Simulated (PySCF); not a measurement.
F5Nb, SMILES [F][Nb-]([F])([F])([F])[F] (connectivity only; charge and spin as stated), charge -1, multiplicity 2.

Geometry optimised at PBE-D3(BJ)/def2-SVPD. A frequency run showed that this geometry is not a minimum. The multiplicity is an assumed one; other spin states were not compared. The def2 effective core potentials stand for the cores of Nb; spin–orbit coupling is left out.

Calculation: PBE-D3(BJ)/def2-SVPD (PySCF).

Frequencies are harmonic and unscaled.

```json
[
 {"mode": "1", "ν (cm⁻¹)": "56i", "IR (km/mol)": "0.0", "moving atoms (share of kinetic energy)": "F 100 %"},
 {"mode": "2", "ν (cm⁻¹)": "71", "IR (km/mol)": "23.8", "moving atoms (share of kinetic energy)": "F 87 %, Nb 13 %"},
 {"mode": "3", "ν (cm⁻¹)": "100", "IR (km/mol)": "6.1", "moving atoms (share of kinetic energy)": "F 98 %"},
 {"mode": "4", "ν (cm⁻¹)": "162", "IR (km/mol)": "33.2", "moving atoms (share of kinetic energy)": "F 80 %, Nb 20 %"},
 {"mode": "5", "ν (cm⁻¹)": "179", "IR (km/mol)": "8.3", "moving atoms (share of kinetic energy)": "F 92 %, Nb 8 %"},
 {"mode": "6", "ν (cm⁻¹)": "187", "IR (km/mol)": "17.3", "moving atoms (share of kinetic energy)": "F 80 %, Nb 20 %"},
 {"mode": "7", "ν (cm⁻¹)": "235", "IR (km/mol)": "5.4", "moving atoms (share of kinetic energy)": "F 90 %, Nb 10 %"},
 {"mode": "8", "ν (cm⁻¹)": "497", "IR (km/mol)": "0.0", "moving atoms (share of kinetic energy)": "F 100 %"},
 {"mode": "9", "ν (cm⁻¹)": "520", "IR (km/mol)": "221.9", "moving atoms (share of kinetic energy)": "F 82 %, Nb 18 %"},
 {"mode": "10", "ν (cm⁻¹)": "536", "IR (km/mol)": "360.6", "moving atoms (share of kinetic energy)": "F 68 %, Nb 32 %"},
 {"mode": "11", "ν (cm⁻¹)": "599", "IR (km/mol)": "0.3", "moving atoms (share of kinetic energy)": "F 100 %"},
 {"mode": "12", "ν (cm⁻¹)": "624", "IR (km/mol)": "248.1", "moving atoms (share of kinetic energy)": "F 71 %, Nb 29 %"}
]
```
